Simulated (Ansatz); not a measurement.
`CC(C)CC(C)(C)C` + `N[SiH]([SiH3])S` → `CS[SiH](N)[SiH3]` + `CCCC(C)(C)C`  (substitution at a C–C bond)

Calculated with Ansatz (gas phase, PBE0-D4/def2-TZVP geometries, no zero-point term in ΔE). CCSD(T)/CBS is the MP2 limit (def2-TZVPP, def2-QZVPP) plus CCSD(T) − MP2 in def2-TZVPP, frozen cores. Functionals use def2-TZVPP. B3LYP here is the variant with VWN-RPA as its local correlation; programs differ in this. Each species was taken in one conformer, which may not be the lowest.

`CC(C)CC(C)(C)C`:

Z-matrix (Å, degrees):
```
C
C 1 1.523
H 1 1.090 2 112.5
H 1 1.093 2 110.4 3 119.8
H 1 1.095 2 111.0 3 -121.0
C 2 1.530 1 114.8 3 68.4
C 2 1.524 1 109.7 3 -168.8
H 2 1.097 1 107.9 3 -52.1
C 6 1.541 2 120.3 1 -63.1
H 6 1.097 2 106.4 1 175.3
H 6 1.099 2 108.5 1 62.2
H 7 1.095 2 110.7 1 -62.5
H 7 1.093 2 111.5 1 177.7
H 7 1.093 2 111.2 1 57.1
C 9 1.529 6 112.2 2 80.7
C 9 1.526 6 111.2 2 -42.7
C 9 1.529 6 107.2 2 -161.4
H 15 1.094 9 110.7 6 56.0
H 15 1.090 9 112.7 6 -64.8
H 15 1.094 9 110.2 6 175.0
H 16 1.094 9 110.4 6 -174.0
H 16 1.093 9 111.9 6 66.2
H 16 1.094 9 111.2 6 -54.5
H 17 1.094 9 111.0 6 -177.1
H 17 1.094 9 110.9 6 -57.3
H 17 1.094 9 111.1 6 62.7
```

`N[SiH]([SiH3])S`:

```xyz
11

N     0.343    1.316   -1.375
Si   -0.077    0.711    0.170
Si   -0.681   -1.545    0.024
S     1.597    0.851    1.529
H     1.039    0.853   -1.938
H     0.329    2.308   -1.550
H    -1.193    1.563    0.661
H    -0.779   -2.126    1.392
H     0.370   -2.285   -0.726
H    -1.985   -1.730   -0.669
H     1.038    0.084    2.481
```

`CS[SiH](N)[SiH3]`:

Z-matrix (Å, degrees):
```
C
S 1 1.816
H 1 1.089 2 111.0
H 1 1.089 2 110.4 3 122.2
H 1 1.090 2 107.0 3 -119.0
Si 2 2.128 1 100.5 3 -75.6
Si 6 2.344 2 112.1 1 62.0
N 6 1.717 2 110.2 1 -57.3
H 6 1.492 2 101.4 1 179.5
H 7 1.489 6 110.7 2 -46.5
H 7 1.491 6 111.4 2 -166.3
H 7 1.487 6 109.8 2 73.4
H 8 1.008 6 121.0 2 -59.3
H 8 1.007 6 120.8 2 150.8
```

`CCCC(C)(C)C`:

```xyz
23

C    -0.197   -2.307   -1.896
C     0.238   -1.514   -0.674
C    -0.367   -0.119   -0.655
C    -0.004    0.783    0.533
C    -0.716    2.119    0.342
C     1.502    1.029    0.587
C    -0.467    0.160    1.848
H     0.240   -3.308   -1.903
H     0.105   -1.805   -2.819
H    -1.285   -2.419   -1.926
H     1.330   -1.449   -0.658
H    -0.051   -2.060    0.230
H    -0.078    0.400   -1.579
H    -1.460   -0.211   -0.693
H    -1.801    1.984    0.304
H    -0.492    2.805    1.165
H    -0.405    2.600   -0.590
H     2.058    0.109    0.781
H     1.865    1.452   -0.354
H     1.747    1.735    1.386
H    -1.540   -0.053    1.825
H    -0.279    0.841    2.683
H     0.058   -0.774    2.062
```

(1) Is it downhill or uphill in electronic energy at CCSD(T)/CBS, and by how much? (An estimate is asked.)

(2) What do these levels give: PBE-D4, ωB97X-V, B3LYP, CCSD(T)/def2-TZVPP, MP2/CBS(def2), CCSD/CBS(def2)? (An estimate is asked.)

Largest T1 diagnostic among the species: 0.012.

Results:

(1) Computed: Uphill: ΔE = +4.6 kJ/mol.

(2) The calculation gave: PBE-D4 -1.6, ωB97X-V 2.9, B3LYP -3.2, CCSD(T)/def2-TZVPP 7.7, MP2/CBS(def2) 3.8, CCSD/CBS(def2) 4.5 kJ/mol.

In def2-TZVPP, CCSD(T) changes the Hartree–Fock value by +9.2 kJ/mol (the triples alone add +0.1 kJ/mol) and MP2 by +8.4 kJ/mol.
